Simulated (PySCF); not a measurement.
# Energy of Ru²⁺ (ruthenium, charge +2) between two integer charges

The 4d beta orbital of [Kr] 4d6 is emptied in steps (occupation f), with all orbitals relaxed, ending at [Kr] 4d5. Computed with PySCF 2.14 in aug-cc-pVTZ-PP with ECP28MDF (6s6p5d3f2g, 88 functions), with scalar relativity through the core potential. The exact energy is a straight line in f; departures are measured from the line between the end points of the same method.

| f | BHandHLYP (eV) | wB97X (eV) | MN15 (eV) |
| --- | --- | --- | --- |
| 1 | 0.000 | 0.000 | 0.000 |
| 0.8 | -0.394 | -0.270 | -0.590 |
| 0.6 | -0.597 | -0.409 | -0.893 |
| 0.4 | -0.604 | -0.412 | -0.901 |
| 0.2 | -0.408 | -0.272 | -0.605 |
| 0 | 0.000 | 0.000 | 0.000 |

Problem. For MN15, how does the orbital energy at f = 1 compare with the removal energy?

Solution. −ε = 25.103 eV against a total-energy difference of 28.755 eV. By Janak's theorem ε = ∂E/∂f, so the gap between them reflects the curvature. Along the path −ε is 26.516 (f = 0.8), 27.971 (f = 0.6), 29.468 (f = 0.4), 31.001 (f = 0.2) eV.

| method | E(f=0) − E(f=1) (eV) | −ε at f=1 (eV) | −ε at f=0.4 (eV) |
| --- | --- | --- | --- |
| BHandHLYP | 28.154 | 25.717 | 28.620 |
| wB97X | 28.337 | 26.669 | 28.677 |
| MN15 | 28.755 | 25.103 | 29.468 |

Reference removal energy between the ground levels: 28.47 eV (semi-empirical (NIST evaluation); NIST Atomic Spectra Database, ionization energies). The calculation has no spin-orbit coupling. The determinant left behind need not be the lowest term of the ion.
